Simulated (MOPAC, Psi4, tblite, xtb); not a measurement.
Dimer C3H8 ··· H3O+ (SMILES CCC and [OH3+]) (charge +1), singlet at R = 3.41 Å between the centres of mass, closest contact 1.65 Å (lowest of the rigid-body minima from ten starts at GFN2-xTB). Geometry in Å and degrees:

```
C
H 1 1.0941
H 1 1.0941 2 106.13
C 1 1.5265 2 109.44 3 117.99
H 4 1.0916 1 111.60 2 -57.97
H 4 1.0929 5 107.77 1 122.13
H 4 1.0929 5 107.77 6 115.74
C 1 1.5265 2 109.44 3 -117.99
H 8 1.0916 1 111.60 2 57.94
H 8 1.0929 9 107.77 1 -122.13
H 8 1.0929 9 107.77 10 -115.74
H 6 1.6452 4 92.95 5 -48.05
O 12 0.9811 6 151.82 4 178.97
H 13 0.9811 12 113.40 6 -155.71
H 13 0.9811 14 113.40 12 131.22
```

Methods: GFN2-xTB (tblite); SAPT0/jun-cc-pVDZ, frozen core (Psi4); PBE0/def2-TZVP, counterpoise-corrected (Psi4); PBE0-D3(BJ)/def2-TZVP, counterpoise-corrected (Psi4); HF/aug-cc-pVDZ, counterpoise-corrected (Psi4); MP2/aug-cc-pVDZ = DF-MP2/aug-cc-pVDZ, frozen core, counterpoise-corrected (Psi4); SCS-MP2/aug-cc-pVDZ = DF-SCS-MP2/aug-cc-pVDZ, frozen core, counterpoise-corrected in Psi4; PM6, restricted, heats of formation (MOPAC); PM7, restricted, heats of formation (MOPAC); GFN1-xTB (xtb).

Q: What interaction energy does each level give?

A: 
```
method                 E_int / kcal/mol
---------------------  ----------------
PBE0-D3(BJ)/def2-TZVP            -11.23
PBE0/def2-TZVP                   -10.01
MP2/aug-cc-pVDZ                   -9.36
GFN2-xTB                          -8.84
SCS-MP2/aug-cc-pVDZ               -8.40
PM7                               -8.31
PM6                               -8.00
SAPT0/jun-cc-pVDZ                 -7.85
GFN1-xTB                          -7.80
HF/aug-cc-pVDZ                    -6.15
```
